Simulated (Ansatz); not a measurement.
CH₅GaS₂, SMILES [SH][Ga]([CH3])[SH].

Coordinates come from a B3LYP-D3(BJ)/def2-SVP optimisation. The structure was generated by enumeration; whether it is a known compound was not checked. One conformer was computed; it need not be the lowest.

Two levels are set side by side: PBE/def2-SVPD (Ansatz, a quantum-chemistry and plane-wave program) and PBE0/def2-SVPD (Ansatz). Energy differences of separate SCF runs at the same geometry; the states with an electron removed or added have multiplicity 2 and 2. Differences are taken from unrounded values.

| quantity | PBE0 |
|---|---|
| vertical ionisation energy (eV) | 9.38 |
| vertical singlet–triplet gap (eV) | 5.04 |

### Question
What does PBE give, and how far is it from PBE0? (Estimate from the structure and the level; the computed values follow.)

### Answer

```tsv
quantity	PBE	PBE minus PBE0
vertical ionisation energy (eV)	9.06	-0.32
vertical singlet–triplet gap (eV)	4.69	-0.34
```
